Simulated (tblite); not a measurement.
Give a GFN2-xTB geometry of `CP(C)(=O)c1ccoc1`.

Z-matrix in Å and degrees, rows numbered from 1:
```
C 
P   1  1.8337
C   2  1.8336  1  105.19
O   2  1.4672  1  113.85  3  -125.40
C   2  1.8016  1  105.02  3   110.55
C   5  1.4219  2  131.19  1   -55.33
C   6  1.3580  5  105.78  2   179.74
O   7  1.3451  6  110.78  5     0.01
C   8  1.3360  7  107.10  6     0.01
H   1  1.0884  2  107.87  3  -176.63
H   1  1.0887  2  107.87  3    66.10
H   1  1.0855  2  112.11  3   -55.39
H   3  1.0853  2  112.08  1    54.44
H   3  1.0886  2  107.88  1   -66.97
H   3  1.0883  2  108.00  1   175.64
H   6  1.0708  5  127.09  2    -0.29
H   7  1.0724  6  131.92  5   179.98
H   9  1.0717  5  130.35  2     0.33
```

P2 (phosphoryl phosphorus) is distorted tetrahedral (angles from 105.0° to 113.9°). The 3 C–C bonds span 1.358 Å (C6–C7, aromatic) to 1.422 Å (C5–C6, aromatic), a spread of 0.064 Å. The 5-membered ring C5–C6–C7–O8–C9 has internal angles of 105.5° to 110.8° (sum 540°, against 540° for a flat polygon); it is planar, 0.00 Å rms from its mean plane, widest ring torsion 0°. O8 (furan-type oxygen) is bent (angle 107.1°).

Computed geometry: GFN2-xTB, gas phase.

Point group: Cs (every atom within 0.08 Å of its image). Its GFN2-xTB frequencies are all real (lowest 43 cm⁻¹). One conformer, not necessarily the lowest (C1–P2–C5–C6 -55°).
